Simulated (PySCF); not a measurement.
# Working out the ionisation energy of Rh

Rh [Kr] 4d8 5s1 (4F) → Rh⁺ [Kr] 4d8 (3F). Computed with PySCF 2.14 in x2c-TZVPall (8s6p6d1f, 63 functions), with scalar relativity by spin-free X2C-1e. Frozen: [Kr]. Energies in hartree (1 hartree = 27.21139 eV):

```
             part    Rh (lower)   Rh⁺ (upper)
              UHF  -4781.187324  -4780.955317
MP2 opposite-spin     -0.114710     -0.103015
    MP2 same-spin     -0.074544     -0.062106
```

Problem. What does Hartree-Fock give?

Solution. (-4780.955317) − (-4781.187324) = 0.232007 hartree = 6.313 eV.

Problem. What do MP2 and SCS-MP2 (6/5 opposite-spin, 1/3 same-spin) give?

Solution. The opposite-spin parts differ by 0.318 eV and the same-spin parts by 0.338 eV. MP2: 6.313 + (0.318) + (0.338) = 6.969 eV. SCS-MP2: 6.313 + 1.2 × (0.318) + (0.338)/3 = 6.807 eV.

Measured between the centres of the two terms (NIST): 7.479 eV, so MP2 (valence) is off by -0.510 eV.

What remains against the reference includes basis incompleteness, the frozen core and correlation beyond second order.
